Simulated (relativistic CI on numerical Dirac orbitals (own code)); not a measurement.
**Transition arrays of Ba11+**

These numbers are calculated, not measured: Dirac-Coulomb-Breit CI, orbitals from a KLI potential per configuration, model QED (radiative potential, 1s self-energy scaled to tabulated hydrogen-like ionisation energies), valence Slater integrals scaled by 0.9, whole transition arrays (own radial code, finite nucleus).

Configuration list (outside the closed core [Ar] 3d10 4s2): 4p6 4d9, 4p6 4d8 4f, 4p5 4d10, 4p6 4d8 5p, 4p6 4d8 5f. Levels of other configurations are missing.

All E1 lines from the levels of 4p6 4d9; mean and standard deviation are weighted by gf, and upper levels are sorted by their leading configuration.

```tsv
Upper configuration	Lines	Σgf	Mean (eV)	Mean (nm)	σ (eV)	Strongest line (nm)
4p6 4d8 4f	82	107.8	127.04	9.759	2.48	9.733
4p5 4d10	2	0.1	90.49	13.701	0.85	13.655
4p6 4d8 5p	60	10.9	109.00	11.375	1.95	11.508
4p6 4d8 5f	81	1.2	175.16	7.078	2.15	7.045
```

Σgf per state of the lower configuration in bins of 0.1 nm over the central range (centre: value): 9.45: 0.72, 9.65: 0.24, 9.75: 6.31, 9.85: 3.16, 9.95: 0.21, 11.15: 0.16, 11.35: 0.31, 11.45: 0.27, 11.55: 0.21.

(1) How do configuration mixing and the scaling of the Slater integrals move the arrays?

Answers

(1) Slater scale 0.9, no configuration mixing: 4p6 4d8 4f 126.8 ± 3.2 eV (Σgf 100.7), 4p5 4d10 105.0 ± 6.4 eV (Σgf 5.3), 4p6 4d8 5p 108.8 ± 1.7 eV (Σgf 11.7), 4p6 4d8 5f 174.3 ± 2.1 eV (Σgf 0.6); Slater scale 1: 4p6 4d8 4f 129.8 ± 2.5 eV (Σgf 109.8), 4p5 4d10 89.3 ± 0.8 eV (Σgf 0.1), 4p6 4d8 5p 109.1 ± 2.0 eV (Σgf 11.0), 4p6 4d8 5f 175.3 ± 2.3 eV (Σgf 1.5); Slater scale 0.8: 4p6 4d8 4f 124.4 ± 2.0 eV (Σgf 105.1), 4p5 4d10 91.7 ± 0.9 eV (Σgf 0.1), 4p6 4d8 5p 108.9 ± 1.8 eV (Σgf 11.4), 4p6 4d8 5f 175.0 ± 2.0 eV (Σgf 1.0). With mixing, levels are counted to their leading configuration, so an array can shrink or vanish into another, and the sums then hold other lines.
